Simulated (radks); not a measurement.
The numbers below are computed, except where a source is named.
Trend from La2+ to Lu2+: ionisation energy by Delta-SCF between NIST ground configurations, and size. Code: a radial shooting solver on a logarithmic mesh with Libxc functionals. Model: Dirac Kohn-Sham, PBE, spin-unpolarised, spherical densities, finite nucleus; open shells fill j = l - 1/2 first; Fermi nuclear charge, rms radius of each element as measured or else 0.836 A^(1/3) + 0.57 fm.

species,configuration,configuration of the ion,IE (eV),NIST (eV),kind,r at 0.001 e/bohr^3 (bohr)
La2+,[Xe] 5d1,[Xe],19.084,19.177,exp.,3.92
Ce2+,[Xe] 4f2,[Xe] 4f1,20.636,20.197,semi-emp.,3.68
Pr2+,[Xe] 4f3,[Xe] 4f2,21.661,21.624,exp.,3.64
Nd2+,[Xe] 4f4,[Xe] 4f3,22.531,22.09,semi-emp.,3.60
Pm2+,[Xe] 4f5,[Xe] 4f4,23.278,22.4,semi-emp.,3.57
Sm2+,[Xe] 4f6,[Xe] 4f5,23.923,23.6,semi-emp.,3.53
Eu2+,[Xe] 4f7,[Xe] 4f6,23.865,24.84,semi-emp.,3.50
Gd2+,[Xe] 4f7 5d1,[Xe] 4f7,20.023,20.54,semi-emp.,3.69
Tb2+,[Xe] 4f9,[Xe] 4f8,24.726,21.82,semi-emp.,3.43
Dy2+,[Xe] 4f10,[Xe] 4f9,25.061,22.89,semi-emp.,3.40
Ho2+,[Xe] 4f11,[Xe] 4f10,25.341,22.79,semi-emp.,3.38
Er2+,[Xe] 4f12,[Xe] 4f11,25.570,22.70,semi-emp.,3.35
Tm2+,[Xe] 4f13,[Xe] 4f12,25.753,23.66,semi-emp.,3.33
Yb2+,[Xe] 4f14,[Xe] 4f13,25.893,25.05,semi-emp.,3.30
Lu2+,[Xe] 4f14 6s1,[Xe] 4f14,21.064,20.959,exp.,4.05

Reference values: NIST Atomic Spectra Database (exp. = measured, semi-emp. = semi-empirical, theory = theoretical value adopted there). Spin polarisation and multiplet splitting are left out, so open shells lie too high by an amount that depends on their filling.

Beside tabulated values, note that spin-unpolarised runs miss the spin-polarisation part of the exchange energy of open shells.
